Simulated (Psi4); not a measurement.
F4Hf, singlet, geometry from GFN2-xTB (such geometries of metal compounds can be far from the true shape) (core potentials on Hf); BLYP/def2-TZVP (Psi4).

Psi4 was given this input:
```
memory 2 GB

molecule mol {
0 1
Hf   -0.000000    0.000000    0.000000
F     1.205187    0.854949   -1.064829
F     0.873966   -1.170589    1.087741
F    -1.190075   -0.908014   -1.037548
F    -0.889078    1.223654    1.014636
}

set {
  basis def2-tzvp
  reference rks
  level_shift 0.3
}

energy('blyp')
print_variables()
```

It wrote (shortened):

```
   => Loading Basis Set <=

    Name: DEF2-TZVP
    Role: ORBITAL
    Keyword: BASIS

    !!!  WARNING: ECP capability is in beta. Please check occupations closely.  !!!

         ---------------------------------------------------------
                                   SCF
               by Justin Turney, Rob Parrish, Andy Simmonett
                          and Daniel G. A. Smith
                              RKS Reference
         ---------------------------------------------------------

  ==> Geometry <==

    Molecular point group: c1
    Full point group: C1

    Geometry (in Angstrom), charge = 0, multiplicity = 1:

       Center              X                  Y                   Z               Mass
    ------------   -----------------  -----------------  -----------------  -----------------
         HF           0.000000000000     0.000000000000     0.000000000000   179.946557000000
         F            1.205187000000     0.854949000000    -1.064829000000    18.998403162730
         F            0.873966000000    -1.170589000000     1.087741000000    18.998403162730
         F           -1.190075000000    -0.908014000000    -1.037548000000    18.998403162730
         F           -0.889078000000     1.223654000000     1.014636000000    18.998403162730

  Running in c1 symmetry.

  Rotational constants: A =      0.10031  B =      0.10031  C =      0.10031 [cm^-1]
  Rotational constants: A =   3007.11506  B =   3007.11436  C =   3007.11341 [MHz]
  Nuclear repulsion =  211.983950356814546

  Charge       = 0
  Multiplicity = 1
  Electrons    = 48
  Nalpha       = 24
  Nbeta        = 24

  ==> Algorithm <==

  SCF Algorithm Type is DF.
  DIIS enabled.
  MOM disabled.
  Fractional occupation disabled.
  Guess Type is SAD.
  Energy threshold   = 1.00e-06
  Density threshold  = 1.00e-06
  Integral threshold = 1.00e-12

  ==> Primary Basis <==

  Basis Set: DEF2-TZVP
    Blend: DEF2-TZVP
    Number of shells: 58
    Number of basis functions: 164
    Number of Cartesian functions: 190
    Spherical Harmonics?: true
    Max angular momentum: 3

  Core potential: DEF2-TZVP
    Number of shells: 4
    Number of ECP primitives: 10
    Number of ECP core electrons: 60
    Max angular momentum: 3

  ==> DFT Potential <==

   => LibXC <=

    Version 7.1.2
    S. Lehtola, C. Steigemann, M. J. T. Oliveira, and M. A. L. Marques,  SoftwareX 7, 1–5 (2018) (10.1016/j.softx.2017.11.002)

   => Composite Functional: BLYP <=

    BLYP GGA Exchange-Correlation Functional

    P.J. Stephens et. al., J. Phys. Chem., 98, 11623-11627, 1994
    B. Miehlich et. al., Chem. Phys. Lett., 157(3), 200-206 1989

    Deriv               =              1
    GGA                 =           TRUE
    Meta                =          FALSE

    Exchange Hybrid     =          FALSE
    MP2 Hybrid          =          FALSE

   => Exchange Functionals <=

    1.0000     XC_GGA_X_B88

   => Correlation Functionals <=

    1.0000     XC_GGA_C_LYP

   => LibXC Density Thresholds  <==

    XC_GGA_C_LYP:  1.00E-14
    XC_GGA_X_B88:  1.00E-15

   => Molecular Quadrature <=

    Radial Scheme          =       TREUTLER
    Pruning Scheme         =           NONE
    Nuclear Scheme         =       TREUTLER

    Blocking Scheme        =         OCTREE
    BS radius alpha        =              1
    Pruning alpha          =              1
    Radial Points          =             75
    Spherical Points       =            302
    Total Points           =         109464
    Total Blocks           =            876
    Max Points             =            256
    Max Functions          =            152
    Weights Tolerance      =       1.00E-15

   => Loading Basis Set <=

    Name: (DEF2-TZVP AUX)
    Role: JKFIT
    Keyword: DF_BASIS_SCF

  ==> Integral Setup <==

  SCF_SUBTYPE=INCORE selected. In-core MEM_DF algorithm will be used.
  Using in-core AOs.

  ==> MemDFJK: Density-Fitted J/K Matrices <==

    J tasked:                   Yes
    K tasked:                    No
    wK tasked:                   No
    Algorithm:                 Core
    Schwarz Cutoff:           1E-12
    Mask sparsity (%):       9.4735
    Fitting Condition:        1E-10

   => Auxiliary Basis Set <=

  Basis Set: (DEF2-TZVP AUX)
    Blend: DEF2-UNIVERSAL-JKFIT
    Number of shells: 145
    Number of basis functions: 535
    Number of Cartesian functions: 713
    Spherical Harmonics?: true
    Max angular momentum: 6

  Minimum eigenvalue in the overlap matrix is 4.0262142214E-03.
  Reciprocal condition number of the overlap matrix is 9.0474899537E-04.
    Using symmetric orthogonalization.

  ==> Pre-Iterations <==

  SCF Guess: Superposition of Atomic Densities via on-the-fly atomic UHF (no occupation information).

   -------------------------
    Irrep   Nso     Nmo
   -------------------------
     A        164     164
   -------------------------
    Total     164     164
   -------------------------

  ==> Iterations <==

                           Total Energy        Delta E     RMS |[F,P]|

   @DF-RKS iter SAD:  -447.01287042432335   -4.47013e+02   0.00000e+00
   @DF-RKS iter   1:  -447.53134291522161   -5.18472e-01   6.59253e-03 ADIIS/DIIS
   @DF-RKS iter   2:  -445.37278567962892    2.15856e+00   1.73059e-02 ADIIS/DIIS/SHIFT
   @DF-RKS iter   3:  -447.61123939978103   -2.23845e+00   5.24886e-03 ADIIS/DIIS
   @DF-RKS iter   4:  -447.86502869939693   -2.53789e-01   5.45023e-04 ADIIS/DIIS
   @DF-RKS iter   5:  -447.86777115716643   -2.74246e-03   1.23513e-04 ADIIS/DIIS
   @DF-RKS iter   6:  -447.86784929749746   -7.81403e-05   8.82053e-05 DIIS
   @DF-RKS iter   7:  -447.86791397089382   -6.46734e-05   5.40554e-06 DIIS
   @DF-RKS iter   8:  -447.86791424944926   -2.78555e-07   4.31467e-07 DIIS
  Energy and wave function converged.

  ==> Post-Iterations <==

   Electrons on quadrature grid:
      Ntotal   =   48.0000459797 ; deviation = 4.598e-05

    Orbital Energies [Eh]
    ---------------------

    Doubly Occupied:

[...]
    Virtual:

[...]
    Final Occupation by Irrep:
              A
    DOCC [    24 ]
    NA   [    24 ]
    NB   [    24 ]

  @DF-RKS Final Energy:  -447.86791424944926

   => Energetics <=

    Nuclear Repulsion Energy =            211.9839503568145460
    One-Electron Energy =               -1060.6880862100997547
    Two-Electron Energy =                 448.8750300451777093
    DFT Exchange-Correlation Energy =     -48.0388084413417999
    Empirical Dispersion Energy =           0.0000000000000000
    VV10 Nonlocal Energy =                  0.0000000000000000
    Total Energy =                       -447.8679142494492567

Computation Completed

Properties will be evaluated at   0.000000,   0.000000,   0.000000 [a0]

Properties computed using the SCF density matrix

 Multipole Moments:

 ------------------------------------------------------------------------------------
     Multipole            Electronic (a.u.)      Nuclear  (a.u.)        Total (a.u.)
 ------------------------------------------------------------------------------------

 L = 1.  Multiply by 2.5417464519 to convert [e a0] to [Debye]
 Dipole X            :         -0.0000419            0.0000000           -0.0000419
 Dipole Y            :          0.0000074            0.0000000            0.0000074
 Dipole Z            :          0.0000738            0.0000000            0.0000738
 Magnitude           :                                                    0.0000851

 ------------------------------------------------------------------------------------

  Variable Map:
  ----------------------------------------------------------------------------
[...]
  Array Variable Map:
  ----------------------------------------------------------------------------
[...]
[...]
```
